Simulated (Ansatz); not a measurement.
Program: Ansatz 0.2.0.

A structure relaxed at PBE0-D4/def2-TZVP, charge 0, multiplicity 1:

```json
{"atom": "C1", "x (Å)": "0.558", "y (Å)": "0.408", "z (Å)": "-1.765"}
{"atom": "C2", "x (Å)": "0.548", "y (Å)": "1.544", "z (Å)": "-0.949"}
{"atom": "C3", "x (Å)": "0.172", "y (Å)": "1.481", "z (Å)": "0.385"}
{"atom": "C4", "x (Å)": "-0.187", "y (Å)": "0.231", "z (Å)": "0.842"}
{"atom": "O5", "x (Å)": "-0.596", "y (Å)": "-0.133", "z (Å)": "2.090"}
{"atom": "C6", "x (Å)": "-0.815", "y (Å)": "-1.467", "z (Å)": "1.980"}
{"atom": "N7", "x (Å)": "-0.599", "y (Å)": "-1.989", "z (Å)": "0.830"}
{"atom": "C8", "x (Å)": "-0.185", "y (Å)": "-0.915", "z (Å)": "0.051"}
{"atom": "C9", "x (Å)": "0.194", "y (Å)": "-0.838", "z (Å)": "-1.283"}
{"atom": "H10", "x (Å)": "0.860", "y (Å)": "0.510", "z (Å)": "-2.800"}
{"atom": "H11", "x (Å)": "0.841", "y (Å)": "2.498", "z (Å)": "-1.369"}
{"atom": "H12", "x (Å)": "0.161", "y (Å)": "2.355", "z (Å)": "1.024"}
{"atom": "H13", "x (Å)": "-1.153", "y (Å)": "-1.965", "z (Å)": "2.876"}
{"atom": "H14", "x (Å)": "0.200", "y (Å)": "-1.719", "z (Å)": "-1.911"}
```

(1) Give its formula and SMILES.

(2) Point group (tolerance 0.08 Å, 0.16 Å for H)?

(3) Summarise the bond lengths by kind.

Results:

(1) C7H5NO, `c1ccc2ocnc2c1`.

(2) Cs.

(3) 6 × C–C 1.379 to 1.399 Å; 5 × C–H 1.080 to 1.084 Å; 2 × C–O 1.356 to 1.363 Å; 2 × C–N 1.281 to 1.390 Å.
